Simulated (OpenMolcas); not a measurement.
W5+ among 3 point charges of -3 e arranged as a planar triangle (D3h), 2.32 Å from the ion.

* Program: OpenMolcas 26.06
* Method: CASSCF
* Basis: ANO-RCC-VDZP [7s6p4d2f1g]
* Scalar Hamiltonian: DKH2, point nucleus
* Active space: 1 electron in 5 orbitals (5d)
* State averaging: 2S+1 = 2 even, 5 roots
* Spin-orbit coupling: state interaction with AMFI integrals over the reference wave functions

Task: What is the spin-free ground state (labels of D3, the rotations of D3h)?

Result: 2A1, 1-fold in its orbital part, 100 % from free-ion D terms; it has the highest spin that d1 allows.

Task: Where is the first state of the same spin?

Result: 2E at 5130 cm-1 above the ground state.

Task: What are the lowest two levels with spin-orbit coupling?

Result: A 2-fold level E1/2 with g = 0.94, 0.94, 1.33, then a 2-fold level E3/2 8825 cm-1 above it. Their leading multiplicities are 2 (100 %) and 2 (100 %).

Task: What is χT at 300 K, and how does it compare with the textbook value?

Result: The lowest level has 2S+1 = 2, for which the spin-only value is χT = S(S+1) / 2 = 0.375 cm3 K/mol (g = 2). The computed 0.125 at 300 K differs by -0.250, through orbital momentum, spin-orbit coupling and any other state in reach.

Spin-orbit coupling mixes the spin-free states strongly: the lowest level takes only 66 % from its leading state, 2A1. This is an electrostatic model: the charges have no orbitals. No measured value stands beside these numbers.
